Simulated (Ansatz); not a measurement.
Reactions of C3H7FSi, SMILES `C=C([SiH3])CF`.

Calculated with Ansatz (gas phase, PBE0-D4/def2-TZVP geometries, no zero-point term in ΔE). CBS: MP2 limit from def2 TZ/QZ plus the TZ coupled-cluster correction, frozen cores. This one scheme is used for every species, atoms too. Double bonds are as drawn, so ΔE can hold a change between cis and trans. Functionals use def2-TZVPP. B3LYP here is the variant with VWN-RPA as its local correlation; programs differ in this. Open shells (•) are unrestricted, without spin–orbit coupling. Spin–orbit coupling would lower the free atoms: a little for C, F, Si. For Zn outer-core shells are correlated without core-valence functions, so the limit isn't a true one: a few kJ/mol of doubt a bond, and 10 to 20 or more in all where bonds break to atoms. Scalar relativity is left out up to krypton. One conformer a species, not always the lowest.

| reaction | ωB97X-V (kJ/mol) | B3LYP-D4 (kJ/mol) |
| --- | --- | --- |
| `C=C([SiH3])CF` + `B/C=C/O` → `B/C=C/O[SiH3]` + `C=CCF` | -71 | -74 |
| `C=C([SiH3])CF` → `C=CCF` + `[SiH2]` | 244 | 230 |
| `C=C([SiH3])CF` → 3 C• + F• + 7 H• + Si• | 4517 | 4508 |
| `C=C([SiH3])CF` + H₂S → `C=C(S)CF` + SiH₄ | 34 | 33 |
| `C=C([SiH3])CF` + HCl → `C=C([SiH3])CCl` + H–F | -12 | -16 |
| `C=C([SiH3])CF` + H₂O → `C=C(O)[SiH3]` + `CF` | 43 | 40 |
| `C=C([SiH3])CF` + `SS` → `C=C([SiH3])SS` + `CF` | 2 | -6 |
| `C=C([SiH3])CF` → `C=C[SiH3]` + `[CH]F` | 384 | 377 |
| `C=C([SiH3])CF` + `O[CH2][ZnH]` → `[SiH3]O[CH2][ZnH]` + `C=CCF` | -97 | -98 |
| `C=C([SiH3])CF` + H₂ → `C=C(C)[SiH3]` + H–F | -94 | -96 |

(1) Give the CCSD(T)/CBS values in the same order. (Best estimate.)

Largest T1 diagnostic: 0.018, for `[CH]F`.

## Answers

(1) Computed: -73, 235, 4504, 36, -26, 53, -4, 377, -97, -108 kJ/mol.
